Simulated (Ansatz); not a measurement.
This geometry of CH$_{4}$OSSi (8 atoms, charge 0, multiplicity 1) is a first-order saddle point.

All numbers below come from RKS BLYP/STO-3G in Ansatz.

```xyz
8
Properties=species:S:1:pos:R:3
S -1.978 0.389 -1.128
Si -0.026 0.596 -0.248
C 1.004 -0.855 0.196
O 0.297 -0.110 1.332
H -2.627 0.768 0.025
H 0.657 1.863 -0.514
H 0.647 -1.898 0.039
H 2.117 -0.810 0.244
```

(1) Which two structures does it join? (They come from a converged band through this point; their orientation in space is the band's.)

(2) How far does it lie above each of them?

Answers

(1) No bond is made or broken. The dihedral H5–S1–Si2–O4 goes from -38 to 130°.

Initial state:

```xyz
8
Properties=species:S:1:pos:R:3
S -2.004 1.005 -0.757
Si 0.015 0.791 -0.075
C 0.892 -0.807 0.115
O 0.375 -0.109 1.388
H -2.348 -0.276 -0.396
H 0.762 2.025 -0.299
H 0.400 -1.784 -0.100
H 2.001 -0.902 0.068
```

Final state:

```xyz
8
Properties=species:S:1:pos:R:3
S -2.180 0.082 -0.573
Si -0.138 0.467 -0.029
C 1.072 -0.892 0.167
O 0.515 -0.237 1.443
H -2.441 1.418 -0.771
H 0.310 1.820 -0.355
H 0.785 -1.962 0.039
H 2.168 -0.753 0.024
```

(2) 10.7 kJ/mol above the first and 5.8 kJ/mol above the second. This is the barrier of this one path; another mechanism may lie lower. Limits of this set-up: minimal basis.

The run took 2.7 min on 1 thread of AMD EPYC 7R43 64-Core Processor (Zen 3), with other jobs on the host, peak memory 0.1 GiB.
